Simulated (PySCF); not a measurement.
**A ladder of Hamiltonians for Mn²³⁺ (manganese, charge +23)**

Occupied: 1s1/2. Hartree-Fock calculated with PySCF 2.14 in an even-tempered Gaussian basis (19 s from 2.1 bohr⁻², ratio 2.3; 13 p from 2.5 bohr⁻², ratio 2.3), Gaussian nucleus throughout. NR is non-relativistic, sf-X2C the spin-free one-electron X2C Hamiltonian, X2C adds the bare one-electron spin-orbit term, X2C-SNSO screens it by Boettger's factors, DC is four-component Dirac-Coulomb, and the Gaunt and Breit terms are added at first order (total energies over the DC spinors, levels after relaxing the spinors in that mean field). QED terms are absent. Levels marked empty are virtual spinors of this ion.

```csv
Hamiltonian,E (hartree),E − E(DC) (hartree),CPU seconds
NR,-609.4833,5.0955,0.3
sf-X2C,-614.4791,0.0997,0.18
X2C,-614.4791,0.0997,0.15
X2C-SNSO,-614.4791,0.0997,0.15
DC,-614.5788,0.0000,4.1
DC+Gaunt,-614.3766,0.2022,12
DC+Breit,-614.3766,0.2022,71
```

**Question.** Give the 2p spin-orbit interval with each Hamiltonian that has one.

**Answer.** X2C 14.92; X2C-SNSO 14.32; DC 13.94; DC+Gaunt 13.42; DC+Breit 13.42 (eV).

```
   level (eV)       NR   sf-X2C      X2C  X2C-SNSO       DC  DC+Gaunt  DC+Breit
        1s1/2  -8082.9  -8147.0  -8147.0   -8147.0  -8149.6   -8144.2   -8144.2
2s1/2 (empty)  -1861.9  -1880.4  -1880.4   -1880.4  -1880.6   -1880.0   -1880.1
2p1/2 (empty)  -1817.0  -1824.5  -1834.6   -1834.2  -1834.0   -1832.9   -1833.0
2p3/2 (empty)  -1817.0  -1824.5  -1819.7   -1819.8  -1820.0   -1819.4   -1819.6
3s1/2 (empty)  -817.12  -823.50  -823.50   -823.50  -823.57   -823.42   -823.44
```

Weight of the small component: 1s1/2 0.00818, 2s1/2 0.00185, 2p1/2 0.00183, 2p3/2 0.00182, 3s1/2 0.000811.

Koopmans' value for the highest occupied level at DC+Breit: 8144.2 eV, against an ionisation energy of 8140.8 eV (theoretical estimate listed by NIST; NIST Atomic Spectra Database, ionization energies); the former lacks relaxation, correlation, QED and recoil.

The whole ladder took 90 s of wall time on 1 thread of Intel(R) Xeon(R) Platinum 8488C (shared host), launched as `OMP_NUM_THREADS=1 python relrun2.py TASK.json OUT` (a driver that calls PySCF for each Hamiltonian).
